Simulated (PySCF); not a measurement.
Se (SMILES [Se]), triplet; PySCF with TPSSH/pcseg-1.

Input for PySCF:
```python
from pyscf import gto, scf, dft

mol = gto.Mole()
mol.atom = '''
    Se    0.00000000    0.00000000    0.00000000
'''
mol.basis = 'pcseg-1'
mol.spin = 2
mol.verbose = 5
mol.build()

mf = dft.UKS(mol)
mf.xc = 'tpssh'
mf.kernel()
```

What the program printed (banner, timings and long lists left out):

```
PySCF version 2.14.0

[INPUT] verbose = 5
[INPUT] max_memory = 4000
[INPUT] num. atoms = 1
[INPUT] num. electrons = 34
[INPUT] charge = 0
[INPUT] spin (= nelec alpha-beta = 2S) = 2
[INPUT] symmetry False subgroup None
[INPUT] Mole.unit = angstrom
[INPUT] Symbol           X                Y                Z      unit          X                Y                Z       unit  Magmom
[...]
[INPUT] ---------------- BASIS SET ----------------
[INPUT] l, kappa, [nprim/nctr], expnt,             c_1 c_2 ...
[INPUT] Se
[...]
                                16033.5           0.0140628    0    0    0    0
                                3648.55           0.0698778    0    0    0    0
                                1030.51           0.244139    0    0    0    0
                                335.807            0.5    0    0    0    0
                                115.993           0.396624    0    0    0    0
                                221.948              0 -0.0795948    0    0    0
                                26.7743              0  0.5    0    0    0
                                12.0806              0 0.369956    0    0    0
                                4.172                0 0.043985    0    0    0
                                3.26597              0    0  0.5    0    0
                                1.35565              0    0 0.230246    0    0
                                0.326566             0    0    0    1    0
                                0.11849              0    0    0    0    1
[...]
                                658.708           0.0239501    0    0    0
                                212.226           0.111895    0    0    0
                                79.4029           0.323826    0    0    0
                                32.1682            0.5    0    0    0
                                13.0029           0.279638    0    0    0
                                8.29337              0 0.289271    0    0
                                3.45432              0  0.5    0    0
                                1.44531              0 0.255922    0    0
                                0.469002             0    0    1    0
                                0.130992             0    0    0    1
[...]
                                44.1776           0.0819576    0
                                16.0701           0.272708    0
                                6.34017           0.490039    0
                                2.44942            0.5    0
                                0.866162          0.233781    0
                                0.287                0    1

nuclear repulsion = 0
number of shells = 3
number of NR pGTOs = 82
number of NR cGTOs = 27
basis = pcseg-1
ecp = {}

******** <class 'pyscf.dft.uks.UKS'> ********
method = UKS
initial guess = minao
damping factor = 0
level_shift factor = 0
DIIS = <class 'pyscf.scf.diis.CDIIS'>
diis_start_cycle = 1
diis_space = 8
diis_damp = 0
SCF conv_tol = 1e-09
SCF conv_tol_grad = None
SCF max_cycles = 50
direct_scf = True
direct_scf_tol = 1e-13
number electrons alpha = 18  beta = 16
XC library pyscf.dft.libxc version 7.1.2
    S. Lehtola, C. Steigemann, M. J. T. Oliveira, and M. A. L. Marques,  SoftwareX 7, 1–5 (2018)
XC functionals = tpssh
    V. N. Staroverov, G. E. Scuseria, J. Tao, and J. P. Perdew,  J. Chem. Phys. 119, 12129 (2003)
radial grids:
    Treutler-Ahlrichs [JCP 102, 346 (1995); DOI:10.1063/1.469408] (M4) radial grids

becke partition: Becke, JCP 88, 2547 (1988); DOI:10.1063/1.454033
pruning grids: <function nwchem_prune>
grids dens level: 3
symmetrized grids: False
atomic radii adjust function: <function treutler_atomic_radii_adjust>
small_rho_cutoff = 0
Set gradient conv threshold to 3.16228e-05
atom Se rad-grids = 90, ang-grids = [ 50  50  50  50  50  50  50  50  50  50  50  50  50  50  50  50  50  50
  50  50  50  50  50  50  50  50  50  50  50  86  86  86  86  86  86  86
[...]
  5.27027658e-01  5.27027778e-01  5.28996485e-01]
multiplicity <S^2> = 2.0022914  2S+1 = 3.0015272
nelec by numeric integration = [18. 16.]
E1 = -3342.3318576787938  E2 = 941.1883804473424  Ecoul = 1028.2174486973493  Exc = -87.02906825000684
cycle= 4 E= -2401.14347723145  delta_E= -9.16e-06  |g|= 0.000323  |ddm|= 0.00841
  alpha mo_energy =
[-4.53519814e+02 -5.78154319e+01 -5.18766849e+01 -5.18766849e+01
 -5.18703460e+01 -7.75901065e+00 -5.72349580e+00 -5.72349580e+00
 -5.70334103e+00 -2.09183725e+00 -2.09183725e+00 -2.07640722e+00
 -2.07640722e+00 -2.07129273e+00 -6.77086657e-01 -2.99810084e-01
 -2.99810078e-01 -2.54235027e-01  2.62743873e-01  3.31358164e-01
  3.31358165e-01  3.62344845e-01  3.62344845e-01  3.74893334e-01
  4.80987828e-01  4.80987829e-01  5.11929037e-01]
  beta  mo_energy =
[-4.53515591e+02 -5.78137966e+01 -5.18718494e+01 -5.18718494e+01
 -5.18688348e+01 -7.75294222e+00 -5.71402135e+00 -5.71402135e+00
 -5.70036501e+00 -2.07990036e+00 -2.07990036e+00 -2.06940821e+00
 -2.06940820e+00 -2.06554977e+00 -5.94761248e-01 -2.27420111e-01
 -1.79411213e-01 -1.79411116e-01  2.92574765e-01  4.09562086e-01
  4.09562156e-01  4.12923918e-01  4.21366578e-01  4.21366795e-01
  5.27253209e-01  5.27253330e-01  5.29239712e-01]
multiplicity <S^2> = 2.0023023  2S+1 = 3.0015345
nelec by numeric integration = [18. 16.]
E1 = -3342.3240302568965  E2 = 941.180552947391  Ecoul = 1028.2092998485687  Exc = -87.02874690117764
cycle= 5 E= -2401.14347730951  delta_E= -7.81e-08  |g|= 2.98e-05  |ddm|= 0.000991
  alpha mo_energy =
[-4.53519842e+02 -5.78154611e+01 -5.18767136e+01 -5.18767136e+01
 -5.18703758e+01 -7.75904513e+00 -5.72352945e+00 -5.72352945e+00
 -5.70337694e+00 -2.09187025e+00 -2.09187025e+00 -2.07644185e+00
 -2.07644185e+00 -2.07132791e+00 -6.77110056e-01 -2.99826744e-01
 -2.99826737e-01 -2.54253021e-01  2.62731802e-01  3.31345220e-01
  3.31345221e-01  3.62331453e-01  3.62331453e-01  3.74880032e-01
  4.80972582e-01  4.80972583e-01  5.11912414e-01]
  beta  mo_energy =
[-4.53515619e+02 -5.78138245e+01 -5.18718770e+01 -5.18718770e+01
 -5.18688628e+01 -7.75297391e+00 -5.71405274e+00 -5.71405274e+00
 -5.70039723e+00 -2.07993070e+00 -2.07993070e+00 -2.06943920e+00
 -2.06943920e+00 -2.06558107e+00 -5.94776346e-01 -2.27433188e-01
 -1.79425462e-01 -1.79425364e-01  2.92565965e-01  4.09548546e-01
  4.09548616e-01  4.12913058e-01  4.21354541e-01  4.21354757e-01
  5.27244133e-01  5.27244254e-01  5.29231220e-01]
multiplicity <S^2> = 2.0023026  2S+1 = 3.0015347
nelec by numeric integration = [18. 16.]
E1 = -3342.3247542497356  E2 = 941.1812769394224  Ecoul = 1028.210053871438  Exc = -87.02877693201559
cycle= 6 E= -2401.14347731031  delta_E= -8.08e-10  |g|= 2.86e-06  |ddm|= 9.03e-05
  alpha mo_energy =
[-4.53519837e+02 -5.78154562e+01 -5.18767087e+01 -5.18767087e+01
 -5.18703709e+01 -7.75904033e+00 -5.72352453e+00 -5.72352453e+00
 -5.70337247e+00 -2.09186535e+00 -2.09186535e+00 -2.07643727e+00
 -2.07643727e+00 -2.07132344e+00 -6.77107904e-01 -2.99824497e-01
 -2.99824490e-01 -2.54251798e-01  2.62733524e-01  3.31347421e-01
  3.31347422e-01  3.62333042e-01  3.62333042e-01  3.74881362e-01
  4.80974505e-01  4.80974507e-01  5.11913517e-01]
  beta  mo_energy =
[-4.53515613e+02 -5.78138195e+01 -5.18718719e+01 -5.18718719e+01
 -5.18688577e+01 -7.75296893e+00 -5.71404768e+00 -5.71404767e+00
 -5.70039242e+00 -2.07992567e+00 -2.07992567e+00 -2.06943435e+00
 -2.06943435e+00 -2.06557630e+00 -5.94773343e-01 -2.27430863e-01
 -1.79423282e-01 -1.79423185e-01  2.92567802e-01  4.09550410e-01
  4.09550480e-01  4.12914863e-01  4.21356589e-01  4.21356805e-01
  5.27246701e-01  5.27246823e-01  5.29233378e-01]
multiplicity <S^2> = 2.0023026  2S+1 = 3.0015346
nelec by numeric integration = [18. 16.]
E1 = -3342.324673222988  E2 = 941.1811959126674  Ecoul = 1028.2099694200379  Exc = -87.02877350737043
Extra cycle  E= -2401.14347731032  delta_E= -7.73e-12  |g|= 1.34e-06  |ddm|= 1.07e-05
converged SCF energy = -2401.14347731032  <S^2> = 2.0023026  2S+1 = 3.0015346
```
